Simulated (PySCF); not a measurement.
[VI4]2- holds V(II), d3, at total charge -2. The structure is a model geometry with rigid ligands and bond lengths from ionic radii, not a minimum; coordination tetrahedral, point group Td, metal–donor distances 2.73 Å.

```
5

V     0.000    0.000    0.000
I     1.576    1.576    1.576
I    -1.576   -1.576    1.576
I    -1.576    1.576   -1.576
I     1.576   -1.576   -1.576
```

Method (PySCF 2.14, density fitting): CASSCF(3,5) with orbitals averaged over all microstates of the shell, strongly contracted NEVPT2 on the averaged canonical orbitals; basis x2c-TZVPall on the metal, x2c-SVPall elsewhere; spin-free X2C; IEF-PCM water; spin-orbit coupling by state interaction with the mean-field operator over all roots.

(1) Which term lies lowest, and with what spin?

(2) Where do the spin-allowed transitions within the shell lie?

(3) Which is the lowest state of another spin?

(4) What ligand-field parameters describe the result?

(5) What are the magnetic parameters?

The ground state is orbitally degenerate in this regular structure, which would distort (Jahn–Teller), so its moment is that of the undistorted model. NEVPT2 lifts 4A2 from 4574 to 5327 cm⁻¹; on the d shell alone such lifts tend to overshoot.

The job took 81 s on one thread of Arm Neoverse N1 (shared host), with 192 basis functions and a peak of 0.64 GiB, launched as `OMP_NUM_THREADS=1 python lf_run.py task.json out`.

Answers

(1) 4T1 (S = 3/2, orbital degeneracy 3), with 1.9 electrons in the lower (e-type) set and 1.1 in the upper (t2-type) set, by NEVPT2.

(2) By NEVPT2: 4T2 at 2452 cm⁻¹; 4A2 at 5327 cm⁻¹; 4T1 at 12118 cm⁻¹ (825 nm). The strongest, at 12118 cm⁻¹, has f = 3.7e-04.

(3) 2E at 10773 cm⁻¹ by NEVPT2; CASSCF alone puts it at 12871 cm⁻¹ above the same ground state.

(4) At NEVPT2 level: orbital energies 0, 0, 2673, 2673, 2673 cm⁻¹; 10Dq = 2673 cm⁻¹; B = 682 cm⁻¹; C = 2891 cm⁻¹; B over its free-ion value at the same level 0.837; rms of the fit 292 cm⁻¹; ζ = 113 cm⁻¹ (free ion 174).

(5) Degenerate or low-lying orbital states mix with the ground state, so no spin-only Hamiltonian applies. The lowest spin-orbit level is 4-fold; the next lies at 10.8 cm⁻¹. μeff is 4.05 μB at 300 K and 2.10 μB at 10 K; the spin-only value is 3.88 μB.
